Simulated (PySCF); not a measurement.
## Dipole response of Si⁻ (silicon, charge -1)

[Ne] 3s2 3p3, high-spin 4S determinant. Computed with PySCF 2.14 in dyall-av3z, with the non-relativistic Hamiltonian (point nucleus). Coupled (time-dependent) response in atomic units; α is the mean over directions.

```csv
method,mean α (bohr³),C₆ (like pair),S(−4)
UHF,113.6,1545,6800
```

S(−4) is the Cauchy moment in α(ω) = α(0) + S(−4) ω² + …

α(iu) at UHF:

```csv
u (hartree),α(iu) (bohr³)
0,113.6
0.0500,99.79
0.100,77.24
0.200,46.03
0.300,29.22
0.500,14.14
0.750,7.254
1.00,4.373
1.50,2.089
2.00,1.229
3.00,0.5848
5.00,0.2327
```

A single London oscillator, α(iu) = α/(1 + u²/ω²), gives C₆ = (3/4) ω α². Matching the computed C₆ needs ω = 4 × 1545 / (3 × 113.6²) = 0.160 hartree.

For an ion, C₆ is the dispersion term alone; charge-induced terms of lower order in 1/R come first.
